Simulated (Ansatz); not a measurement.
`[Cl][Ga]([Cl])[SeH]` + `C[O][Ti]([F])([Cl])[O]C(C)(C)C` → `CC(C)(C)[O][Ga]([Cl])[Cl]` + `C[O][Ti]([F])([Cl])[SeH]`  (redistribution)

Isolated molecules relaxed with PBE0-D4/def2-TZVP in Ansatz; ΔE leaves out vibrations. CBS: MP2 limit from def2 TZ/QZ plus the TZ coupled-cluster correction, frozen cores. DFT in def2-TZVPP. B3LYP here is the variant with VWN-RPA as its local correlation; programs differ in this. For Ga, Se, Ti outer-core shells are correlated without core-valence functions, which leaves a few kJ/mol of doubt a bond. Scalar relativity is left out up to krypton. Each species was taken in one conformer, which may not be the lowest.

`[Cl][Ga]([Cl])[SeH]`:

```xyz
5

Cl    0.893   -1.333    2.083
Ga   -0.019   -0.370    0.423
Cl   -2.008   -0.931   -0.079
Se    1.141    1.219   -0.766
H    -0.007    1.416   -1.662
```

`C[O][Ti]([F])([Cl])[O]C(C)(C)C`:

Cartesian coordinates in Å:
```
C 1.160 2.021 2.511
O 0.340 0.900 2.456
Ti -0.765 -0.370 1.986
F -0.553 -1.779 3.033
Cl -2.831 0.444 2.114
O -0.478 -0.825 0.326
C -0.181 -0.631 -1.049
C 0.680 0.615 -1.180
C 0.563 -1.866 -1.529
C -1.504 -0.465 -1.779
H 0.559 2.908 2.734
H 1.669 2.171 1.554
H 1.909 1.894 3.297
H 0.938 0.792 -2.226
H 0.145 1.490 -0.805
H 1.606 0.499 -0.612
H 1.493 -1.993 -0.971
H 0.804 -1.776 -2.590
H -0.050 -2.758 -1.386
H -2.050 0.396 -1.387
H -1.332 -0.314 -2.846
H -2.124 -1.353 -1.648
```

`CC(C)(C)[O][Ga]([Cl])[Cl]`:

Z-matrix (Å, degrees):
```
C
C 1 1.521
H 1 1.092 2 110.9
H 1 1.093 2 111.0 3 -119.6
H 1 1.092 2 110.1 3 119.8
C 2 1.521 1 111.0 3 62.6
C 2 1.521 1 110.5 3 -60.3
O 2 1.431 1 109.8 3 -175.8
H 6 1.094 2 111.0 1 57.0
H 6 1.092 2 110.1 1 177.6
H 6 1.092 2 110.9 1 -62.6
H 7 1.092 2 110.7 1 61.6
H 7 1.091 2 110.2 1 -178.1
H 7 1.091 2 110.2 1 -58.6
Ga 8 1.756 2 127.7 1 -61.3
Cl 15 2.116 8 116.3 2 -179.7
Cl 15 2.128 8 125.8 2 0.3
```

`C[O][Ti]([F])([Cl])[SeH]`:

Cartesian coordinates in Å:
```
C -0.299 1.098 -1.659
O -0.037 0.400 -0.479
Ti 0.264 -0.279 1.079
F 1.878 0.078 1.669
Cl -1.226 0.436 2.533
Se 0.023 -2.654 0.698
H -1.206 1.696 -1.537
H 0.542 1.753 -1.896
H -0.443 0.386 -2.474
H 0.503 -2.915 2.066
```

(1) Is it downhill or uphill in electronic energy at CCSD(T)/CBS, and by how much? (An estimate is asked.)

(2) What do these levels give: B3LYP-D4, B2PLYP, PBE, r2SCAN, HF/def2-TZVPP, MP2/def2-TZVPP? (Best estimate.)

Largest T1 diagnostic among the species: 0.023, so the coupled-cluster value is less sure than usual.

## Answers

(1) Ansatz gave: Uphill: ΔE = +94.4 kJ/mol.

(2) Computed: B3LYP-D4 97.4, B2PLYP 90.2, PBE 93.8, r2SCAN 92.5, HF/def2-TZVPP 111.7, MP2/def2-TZVPP 84.7 kJ/mol.

From PBE to PBE0 (25 % exact exchange), in def2-TZVPP and without D4, ΔE moves by +3.7 kJ/mol. In def2-TZVPP, CCSD(T) changes the Hartree–Fock value by −20.2 kJ/mol (the triples alone add −6.2 kJ/mol) and MP2 by −27.0 kJ/mol.
